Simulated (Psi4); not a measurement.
Input for Psi4:
```
memory 2 GB

molecule mol {
0 1
  Sb    0.004843   -0.000785    0.619287
  Cl   -1.760197   -0.965587   -0.606784
  Cl    0.035972    2.004188   -0.617068
  Cl    1.709696   -1.036248   -0.634009
}

set basis def2-svp
set reference rhf

energy('scf')
print_variables()
```

Estimate the number of basis functions that Psi4 with HF/def2-SVP returns for this input.

80

Estimate the nuclear repulsion energy that HF/def2-SVP returns for this input.

395.6865 Eh

Predict the dipole moment from HF/def2-SVP.

3.63 D

Give the total energy at the level HF/def2-SVP.

-1617.4284 Eh
